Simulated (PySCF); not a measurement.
Se(SH)(GeH3) (GeH₄SSe), SMILES [GeH3][Se]S. Atoms are numbered in the order given.

```xyz
7

Se    -0.4953     0.1558     0.8940
S     -1.7398     0.9239    -0.7829
H     -1.2248     2.1757    -0.8137
Ge     1.2800    -0.6222    -0.4648
H      2.3087    -1.2590     0.4883
H      0.7365    -1.6572    -1.4606
H      1.8977     0.5720    -1.2108
```

Geometry: PBE0-D3(BJ)/def2-SVP. This is a generated structure with no PubChem entry under its InChIKey; it may be hypothetical. Other conformers were not sampled.

Computed with PBE0-D3(BJ)/def2-SVP in PySCF.

Frequencies are harmonic and unscaled.

| mode | ν (cm⁻¹) | IR (km/mol) | moving atoms (share of kinetic energy) |
|---|---|---|---|
| 1 | 103 | 0.2 | S 53 %, Ge 23 %, Se 17 % |
| 2 | 124 | 0.2 | H 95 % |
| 3 | 266 | 20.2 | H 96 % |
| 4 | 286 | 7.3 | Ge 49 %, Se 49 % |
| 5 | 400 | 0.9 | S 71 %, Se 29 % |
| 6 | 531 | 10.2 | H 92 % |
| 7 | 544 | 10.0 | H 95 % |
| 8 | 813 | 251.5 | H 97 % |
| 9 | 829 | 10.6 | H 97 % |
| 10 | 864 | 36.4 | H 99 % |
| 11 | 880 | 35.0 | H 99 % |
| 12 | 2152 | 95.3 | H 99 % |
| 13 | 2166 | 96.3 | H 98 % |
| 14 | 2176 | 83.4 | H 98 % |
| 15 | 2685 | 0.5 | H 97 % |
